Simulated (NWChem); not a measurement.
CH4BClS; SMILES CB(S)Cl

```xyz
8

B      0.3389    -0.0154    -0.0745
Cl    -0.5640     1.4855    -0.4008
C      1.9061     0.0270    -0.0383
H      2.2918     0.3993    -0.9968
H      2.3773    -0.9388     0.1689
H      2.2427     0.7442     0.7221
S     -0.6836    -1.4832     0.1899
H      0.3224    -2.3609     0.3942
```
Atoms are numbered in this order, from 1.

Level: B3LYP/6-31G* (spherical d) (NWChem), optimised geometry, unscaled harmonic frequencies. B3LYP is NWChem's, with the RPA form of VWN correlation.

**Question.** List the harmonic frequencies with IR intensities, and the thermochemistry.

**Answer.** 
| frequency (cm⁻¹) | IR intensity (km/mol) |
|---|---|
| 78 | 0.4 |
| 247 | 0.9 |
| 283 | 0.6 |
| 382 | 8.0 |
| 431 | 6.7 |
| 527 | 9.3 |
| 774 | 101.8 |
| 850 | 6.1 |
| 873 | 13.2 |
| 1041 | 228.7 |
| 1114 | 79.8 |
| 1380 | 46.0 |
| 1491 | 5.6 |
| 1496 | 2.1 |
| 2681 | 12.4 |
| 3041 | 0.5 |
| 3096 | 4.6 |
| 3128 | 16.6 |

```json
{
  "zero_point_energy": "32.7 kcal/mol",
  "thermal correction to the enthalpy at 298.15 K (with zero-point energy)": "36.9 kcal/mol",
  "heat capacity Cv": "18.2 cal/(mol K)",
  "entropy at 298.15 K and 1 atm (symmetry number 1)": "76.5 cal/(mol K)",
  "dipole_moment": "2.39 D"
}
```

Rigid rotor and harmonic oscillator; modes under 100 cm⁻¹ make the entropy uncertain.
